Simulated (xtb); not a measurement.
CeO2, singlet, from a rough starting geometry (GFN-xTB shapes and energies of metal compounds can be far from the true ones); GFN2-xTB in xtb 6.7.1.

xtb was given this input:
```
$ xtb mol.xyz --gfn 2 --opt vtight --json

# file mol.xyz
3

Ce    -0.05542093     0.04620045    -0.01847984
O      1.56425967     0.33743284    -1.30483194
O     -1.60240400    -0.29194757     1.36985625
```

What the program printed (banner, timings and long lists left out):

```
   ID    Z sym.   atoms
    1   58 Ce     1
    2    8 O      2, 3

           -------------------------------------------------
          |                Calculation Setup                |
           -------------------------------------------------

           -------------------------------------------------
          |                 G F N 2 - x T B                 |
           -------------------------------------------------

          ...................................................
          :                      SETUP                      :
          :.................................................:
          :  # basis functions                  18          :
          :  # atomic orbitals                  17          :
          :  # shells                            7          :
          :  # electrons                        15          :
          :  max. iterations                   250          :
          :  Hamiltonian                  GFN2-xTB          :
          :  restarted?                      false          :
          :  GBSA solvation                  false          :
          :  PC potential                    false          :
          :  electronic temp.          300.0000000     K    :
          :  accuracy                    1.0000000          :
          :  -> integral cutoff          0.2500000E+02      :
          :  -> integral neglect         0.1000000E-07      :
          :  -> SCF convergence          0.1000000E-05 Eh   :
          :  -> wf. convergence          0.1000000E-03 e    :
          :  Broyden damping             0.4000000          :
          :  net charge                          0          :
          :  unpaired electrons                  0          :
          ...................................................

 iter      E             dE          RMSdq      gap      omega  full diag
   1      0.8774254  0.877425E+00  0.610E+01    0.00       0.0  T
   2     -7.5609563 -0.843838E+01  0.316E+01   19.97       1.0  T
   3     -7.8331953 -0.272239E+00  0.324E+01   10.65       1.0  T
   4     -7.9993795 -0.166184E+00  0.321E+01    9.87       1.0  T
   5     -7.9768696  0.225100E-01  0.321E+01    9.57       1.0  T
   6     -7.9679359  0.893365E-02  0.300E+01    8.80       1.0  T
   7     -8.0490816 -0.811457E-01  0.294E+01    7.60       1.0  T
   8     -8.3161223 -0.267041E+00  0.175E+01    4.11       1.0  T
   9     -3.0059466  0.531018E+01  0.379E+01    0.02       1.0  T
[...]
 * total energy  :    -9.0079514 Eh     change       -0.2589523E-03 Eh
 * total energy  :    -9.0089203 Eh     change       -0.9689356E-03 Eh
 * total energy  :    -9.0107948 Eh     change       -0.1874418E-02 Eh
 * total energy  :    -9.0115790 Eh     change       -0.7842815E-03 Eh
 * total energy  :    -9.0133495 Eh     change       -0.1770430E-02 Eh
 * total energy  :    -9.0157425 Eh     change       -0.2393016E-02 Eh
 * total energy  :    -9.0177169 Eh     change       -0.1974394E-02 Eh
 * total energy  :    -9.0181879 Eh     change       -0.4710580E-03 Eh
 * total energy  :    -9.0182770 Eh     change       -0.8901780E-04 Eh
 * total energy  :    -9.0182793 Eh     change       -0.2353072E-05 Eh
 * total energy  :    -9.0182796 Eh     change       -0.2431817E-06 Eh
 * total energy  :    -9.0182796 Eh     change       -0.2112962E-08 Eh
   *** GEOMETRY OPTIMIZATION CONVERGED AFTER 13 ITERATIONS ***
         :: total energy              -9.018279560566 Eh    ::
[...]
        13                         -0.2959565              -8.0534
        14                         -0.2901950              -7.8966
        15                         -0.1375320              -3.7424
        16                          0.0266352               0.7248
        17                          0.0806211               2.1938
      -------------------------------------------------------------
                  HL-Gap            0.0791916 Eh            2.1549 eV
             Fermi-level           -0.4128413 Eh          -11.2340 eV

     #   Z          covCN         q      C6AA      α(0)
     1  58 Ce       1.353     0.800   499.712    48.490
     2   8 O        0.676    -0.400    21.752     6.248
     3   8 O        0.676    -0.400    21.752     6.248

 Mol. C6AA /au·bohr⁶  :        969.762475
 Mol. C8AA /au·bohr⁸  :     152092.045514
 Mol. α(0) /au        :         60.985927

Wiberg/Mayer (AO) data.
largest (>0.10) Wiberg bond orders for each atom

 ---------------------------------------------------------------------------
     #   Z sym  total        # sym  WBO       # sym  WBO       # sym  WBO
 ---------------------------------------------------------------------------
     1  58 Ce   2.849 --     3 O    1.424     2 O    1.424
     2   8 O    1.736 --     1 Ce   1.424     3 O    0.312
     3   8 O    1.736 --     1 Ce   1.424     2 O    0.312
 ---------------------------------------------------------------------------

Topologies differ in total number of bonds
Writing topology from bond orders to xtbtopo.mol

molecular dipole:
                 x           y           z       tot (Debye)
 q only:       -1.183       0.613      -1.259
   full:       -1.767       0.916      -1.881       6.961
molecular quadrupole (traceless):
                xx          xy          yy          xz          yz          zz
 q only:       -2.528      -1.963       3.287       6.745       0.576      -0.758
  q+dip:       -2.681      -2.843       3.288       8.893       0.089      -0.607
   full:       -4.481      -2.751       6.058      10.267       1.540      -1.577

optimized geometry written to: xtbopt.xyz

           -------------------------------------------------
          | TOTAL ENERGY               -9.018279560566 Eh   |
          | GRADIENT NORM               0.000001529868 Eh/α |
          | HOMO-LUMO GAP               2.154914303165 eV   |
           -------------------------------------------------

normal termination of xtb
```
